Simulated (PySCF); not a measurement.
# Vertical excitation energies

Compound: C₈H₈FN.
InChI=1S/C8H8FN/c1-3-7(2)8(9)5-4-6-10/h1,4-5,7-8H,2H3/b5-4+/t7-,8+/m1/s1

Theory: TDDFT CAM-B3LYP/def2-SVPD, vertical, gas phase, core orbitals frozen in the response in PySCF 2.14.0, density-fitted response routines. Geometry: PBE0-D3(BJ)/def2-SVP, one conformer, isolated molecule. Torsions of this conformer, `[CH:1]#[C:2][C@@H:3]([CH3:4])[C@@H:5]([F:6])/[CH:7]=[CH:8]/[C:9]#[N:10]`: C2–C3–C5–F6 173°, C3–C5–C7–C8 -123°.

```csv
state,E (eV),λ (nm),ν̃ (cm⁻¹),f,"main configurations (H = HOMO, L = LUMO)"
S1,6.16,201.4,49660,0.481,H→L (90%)
S2,6.42,193.2,51750,0.0008,H-3→L (87%)
S3,6.47,191.5,52210,0.0060,"H-1→L+2 (27%), H-1→L+4 (18%), H-1→L (15%)"
S4,6.69,185.3,53970,0.0085,"H-2→L (28%), H-1→L (22%), H-1→L+3 (13%)"
S5,6.77,183.2,54600,0.0015,"H-2→L+3 (23%), H-2→L (16%), H-1→L (15%)"
S6,6.86,180.7,55340,0.0024,"H-1→L (21%), H-1→L+3 (12%), H-2→L+2 (10%)"
S7,6.95,178.4,56050,0.0028,"H-2→L (37%), H-1→L (21%)"
S8,7.09,174.8,57190,0.0004,"H→L+6 (37%), H→L+1 (12%), H→L+5 (9%)"
S9,7.69,161.3,61990,0.0082,"H→L+1 (43%), H-4→L (22%), H→L+6 (9%)"
S10,7.76,159.9,62560,0.0003,"H-4→L (55%), H→L+1 (17%)"
```

Triplets, Tamm–Dancoff:

```
state  E (eV)  λ (nm)     main configurations (H = HOMO, L = LUMO)
   T1    3.69   336.3                       H→L (78%), H-2→L (14%)
   T2    5.35   231.5  H-1→L+3 (24%), H-2→L+2 (16%), H-1→L+7 (12%)
   T3    5.86   211.6  H-1→L+2 (24%), H-1→L+4 (12%), H-2→L+3 (10%)
   T4    5.87   211.3  H-1→L+3 (21%), H-1→L+7 (13%), H-2→L+2 (13%)
```

The lowest singlet lies at 6.16 eV (201 nm, ultraviolet) and is strong; its leading configuration is HOMO→LUMO (90%). The lowest level is also the most intense of those listed (f = 0.481). Löwdin shares by element: HOMO carbon 50% or more, nitrogen 16% (atoms not listed hold the other 33%); LUMO carbon 66% or more, nitrogen 14% (atoms not listed hold the other 20%). Orbital energies (eV): HOMO-3 -11.11, HOMO-2 -9.92, HOMO-1 -9.76, HOMO -9.44, LUMO -0.59, LUMO+1 0.98, LUMO+2 1.39. Of the 10 states listed, 1 reaches f = 0.01 and 2 stay under 0.0005. The oscillator strengths of these states sum to 0.512; summed over the whole spectrum of an exact calculation they would give the number of electrons, 72 (Thomas–Reiche–Kuhn). The vertical ionisation energy (ΔSCF) is 10.15 eV, 2.39 eV above S10. The window holds the lowest 10 singlets.

Hardware: one thread, Arm Neoverse V1, no GPU (shared host). Cost: 9.0 min wall.
